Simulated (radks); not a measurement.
Ionisation ladder of thulium, from Tm44+ to Tm65+. Each ion is in the ground configuration listed by NIST, and IE = E(next ion) - E(this ion). All-electron calculation, non-relativistic Kohn-Sham, PBE, spin-polarised, spherical densities, point nucleus; open shells are filled with parallel spins first (spin-orbit coupling, left out, can overturn this in heavy ions); relativity is left out, which matters for an element this heavy. Program: a radial shooting solver on a logarithmic mesh with Libxc functionals.

| species | configuration | IE, Delta-SCF (eV) | -e(HOMO) (eV) | HOMO | <r> HOMO (bohr) | IE, NIST (eV) | kind | error (eV) |
|---|---|---|---|---|---|---|---|---|
| Tm44+ | [Ar] 3d7 | 3658.5 | 3600.6 | 3d down | 0.190 | 3653 | theory | +5.5 |
| Tm45+ | [Ar] 3d6 | 3774.7 | 3716.5 | 3d down | 0.189 | 3775 | theory | -0.3 |
| Tm46+ | [Ar] 3d5 | 3926.0 | 3865.6 | 3d up | 0.187 | 3895 | theory | +31.0 |
| Tm47+ | [Ar] 3d4 | 4047.4 | 3986.5 | 3d up | 0.185 | 4075 | theory | -27.6 |
| Tm48+ | [Ar] 3d3 | 4169.8 | 4108.5 | 3d up | 0.184 | 4199 | theory | -29.2 |
| Tm49+ | [Ar] 3d2 | 4293.0 | 4231.3 | 3d up | 0.183 | 4335 | theory | -42.0 |
| Tm50+ | [Ar] 3d1 | 4416.7 | 4354.8 | 3d up | 0.181 | 4461 | theory | -44.3 |
| Tm51+ | [Ar] | 4756.3 | 4703.0 | 3p | 0.209 | 4812 | theory | -55.7 |
| Tm52+ | [Ne] 3s2 3p5 | 4862.3 | 4809.5 | 3p down | 0.208 | 4922 | theory | -59.7 |
| Tm53+ | [Ne] 3s2 3p4 | 4966.7 | 4914.8 | 3p down | 0.207 | 5044 | theory | -77.3 |
| Tm54+ | [Ne] 3s2 3p3 | 5105.2 | 5050.6 | 3p up | 0.205 | 5157 | theory | -51.8 |
| Tm55+ | [Ne] 3s2 3p2 | 5213.7 | 5159.6 | 3p up | 0.204 | 5527 | theory | -313.3 |
| Tm56+ | [Ne] 3s2 3p1 | 5320.5 | 5267.5 | 3p up | 0.203 | 5656 | theory | -335.5 |
| Tm57+ | [Ne] 3s2 | 5541.3 | 5494.1 | 3s | 0.215 | 5901 | theory | -359.7 |
| Tm58+ | [Ne] 3s1 | 5654.3 | 5606.7 | 3s up | 0.214 | 6023 | theory | -368.7 |
| Tm59+ | [Ne] | 13238.2 | 13093.4 | 2p | 0.0773 | 13347 | theory | -108.8 |
| Tm60+ | [He] 2s2 2p5 | 13526.1 | 13382.7 | 2p down | 0.0769 | 13651 | theory | -124.9 |
| Tm61+ | [He] 2s2 2p4 | 13808.9 | 13668.8 | 2p down | 0.0765 | 13988 | theory | -179.1 |
| Tm62+ | [He] 2s2 2p3 | 14193.5 | 14044.4 | 2p up | 0.0758 | 14300 | theory | -106.5 |
| Tm63+ | [He] 2s2 2p2 | 14490.0 | 14342.3 | 2p up | 0.0754 | 15663 | theory | -1173.0 |
| Tm64+ | [He] 2s2 2p1 | 14780.8 | 14636.7 | 2p up | 0.0750 | 16036 | theory | -1255.2 |
| Tm65+ | [He] 2s2 | 15184.0 | 15077.3 | 2s | 0.0889 | 16510 | theory | -1326.0 |

Reference values: NIST Atomic Spectra Database (exp. = measured, semi-emp. = semi-empirical, theory = theoretical value adopted there). The ionisation energy per charge of the ion left behind rises most, in proportion, at Tm59+ ([Ne]), from 95.835 to 220.64 eV. Relativity is left out here, which matters for elements this heavy. Open shells are spherical and high-spin; term and fine-structure splittings are not resolved.
